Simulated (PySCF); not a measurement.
**Steps of a relaxation of [Ce(NH3)3]3+**

[Ce(NH3)3]3+ (singlet in the valence; each metal's 4f electrons, 1 of them, lie in its core potential, out of spins and levels). PySCF 2.14.0, RKS PBE0, Ce lcecp-1-SVP with ECP47, N def2-SVP, H def2-SVP; non-relativistic Hamiltonian with scalar-relativistic core potentials where named; density fitting; no spin-orbit coupling. Origin of the start: displaced along the imaginary mode. Columns: position (Å) and force (eV/Å). Energies are counted from the last step; some of the 19 steps are shown. Forces carry noise of the integration grid, about 0.01 to 0.03 eV/Å.

Run from Python with OMP_NUM_THREADS=2. Where DIIS fails, smearing, a level shift and second-order steps follow.
It took 94 s on 2 threads of Arm Neoverse V2, on a shared host, from the converged density of the start.

```xyz
13
step 0  E = 0.136 eV
Ce    0.0000    0.0000    0.0087     0.00    0.00    0.01
N     2.5405    0.0010   -0.0234     0.84    0.03   -0.01
H     2.9965   -0.2736    0.8930    -0.28    0.25   -0.84
H     2.9815   -0.6612   -0.7229    -0.27    0.60    0.64
H     2.9894    0.9341   -0.2500    -0.30   -0.88    0.21
N    -1.2711    2.1996   -0.0234    -0.44    0.71   -0.02
H    -1.2613    2.7318    0.8930    -0.07   -0.37   -0.84
H    -0.9181    2.9126   -0.7229    -0.39   -0.54    0.64
H    -2.3037    2.1219   -0.2500     0.91    0.18    0.21
N    -1.2694   -2.2006   -0.0234    -0.39   -0.74   -0.01
H    -1.7352   -2.4582    0.8930     0.36    0.12   -0.84
H    -2.0633   -2.2514   -0.7229     0.66   -0.07    0.64
H    -0.6857   -3.0560   -0.2500    -0.61    0.70    0.21
```

```xyz
13
step 6  E = 0.024 eV
Ce    0.0000    0.0000    0.3560     0.00    0.00    0.05
N     2.5221   -0.0028   -0.0107    -0.11   -0.05    0.04
H     3.0831   -0.2635    0.8254    -0.04    0.06   -0.18
H     2.8684   -0.6528   -0.7426     0.03    0.11    0.10
H     2.9176    0.9136   -0.2912     0.06   -0.11    0.02
N    -1.2586    2.1856   -0.0107     0.09   -0.07    0.04
H    -1.3133    2.8018    0.8254    -0.03   -0.06   -0.18
H    -0.8689    2.8105   -0.7426    -0.11   -0.03    0.10
H    -2.2500    2.0699   -0.2912     0.06    0.11    0.02
N    -1.2635   -2.1828   -0.0107     0.01    0.12    0.04
H    -1.7697   -2.5382    0.8254     0.07    0.01   -0.18
H    -1.9996   -2.1577   -0.7426     0.08   -0.08    0.10
H    -0.6676   -2.9835   -0.2912    -0.12    0.00    0.02
```

```xyz
13
step 12  E = 0.003 eV
Ce    0.0000    0.0000    0.6582     0.00    0.00   -0.01
N     2.4489    0.0005    0.0004     0.13   -0.04   -0.03
H     3.1024   -0.2460    0.7686    -0.05    0.00   -0.04
H     2.7299   -0.6577   -0.7514    -0.05    0.04    0.07
H     2.8363    0.9007   -0.3374    -0.05   -0.01    0.01
N    -1.2249    2.1206    0.0004    -0.03    0.13   -0.03
H    -1.3382    2.8097    0.7686     0.02   -0.04   -0.04
H    -0.7953    2.6930   -0.7514    -0.01   -0.06    0.07
H    -2.1982    2.0059   -0.3374     0.03   -0.04    0.01
N    -1.2240   -2.1211    0.0004    -0.10   -0.09   -0.03
H    -1.7642   -2.5638    0.7686     0.03    0.04   -0.04
H    -1.9345   -2.0353   -0.7514     0.06    0.02    0.07
H    -0.6381   -2.9066   -0.3374     0.02    0.04    0.01
```

Q: Where does the relaxation end?

A: It converges at step 18 in C3:
```xyz
13
step 18  E = 0
Ce    0.0000    0.0000    0.7514
N     2.4220   -0.0008    0.0059
H     3.1048   -0.2563    0.7427
H     2.6658   -0.6504   -0.7630
H     2.7879    0.9056   -0.3363
N    -1.2103    2.0979    0.0059
H    -1.3304    2.8170    0.7427
H    -0.7696    2.6339   -0.7630
H    -2.1782    1.9616   -0.3363
N    -1.2117   -2.0971    0.0059
H    -1.7744   -2.5607    0.7427
H    -1.8962   -1.9834   -0.7630
H    -0.6097   -2.8672   -0.3363
```

Q: How did the contacts change?

A: 
| contact | start (Å) | end (Å) |
| --- | --- | --- |
| Ce1–N2 (NH3) | 2.541 | 2.534 |
| Ce1–N6 (NH3) | 2.541 | 2.534 |
| Ce1–N10 (NH3) | 2.541 | 2.534 |


An lcecp potential fixes the number of 4f electrons, so in runs with it no electron can move into or out of that shell.
